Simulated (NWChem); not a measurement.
Total energies of Ga

```xyz
1

Ga     0.0000     0.0000     0.0000
```
Charge 0, spin multiplicity 2.

Program: NWChem.

Basis set: 6-31G* (32 functions).

```json
[
 {"method": "UHF", "total energy (Ha)": "-1922.94348"},
 {"method": "UMP2", "total energy (Ha)": "-1923.15251"},
 {"method": "UB2PLYP", "total energy (Ha)": "-1924.17530"},
 {"method": "UPBE", "total energy (Ha)": "-1924.24386"},
 {"method": "UB3LYP", "total energy (Ha)": "-1924.58741"},
 {"method": "UBLYP", "total energy (Ha)": "-1924.61423"}
]
```

Total energies of different functionals aren't comparable as a measure of quality: only differences taken within one method are. 

The Hamiltonian is non-relativistic. The correlated methods keep 9 core orbitals frozen. B3LYP has NWChem's definition, with VWN1-RPA local correlation. The Pople sets run with spherical d functions. No SCF solution was tested for a lower state. Open-shell Hartree-Fock references start from PBE0 orbitals.
